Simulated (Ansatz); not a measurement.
Cl₂GaH₃N, SMILES [NH3]->[Ga+]([Cl])[Cl] (connectivity only; charge and spin as stated), charge +1, multiplicity 1.

Coordinates come from a B3LYP-D3(BJ)/def2-SVP optimisation. The multiplicity is an assumed one; no other spin state was optimised. The isomer is the one that the SMILES or the coordinates give; other isomers of the formula were not compared.

Two levels are set side by side: PBE/def2-SVPD (Ansatz, a program for electronic structure) and CAM-B3LYP/def2-SVPD (Ansatz). Energy differences of separate SCF runs at the same geometry; the states with an electron removed or added have multiplicity 2 and 2. Differences are taken from unrounded values.

```
quantity                           CAM-B3LYP
---------------------------------  ---------
vertical ionisation energy (eV)        16.72
vertical electron affinity (eV)         5.23
vertical singlet–triplet gap (eV)       5.74
```

Q: What does PBE give, and how far is it from CAM-B3LYP? (The exact figures need the calculation; the answer reports its results.)

A: 
| quantity | PBE | PBE minus CAM-B3LYP |
|---|---|---|
| vertical ionisation energy (eV) | 16.02 | -0.70 |
| vertical electron affinity (eV) | 5.36 | 0.13 |
| vertical singlet–triplet gap (eV) | 5.00 | -0.74 |
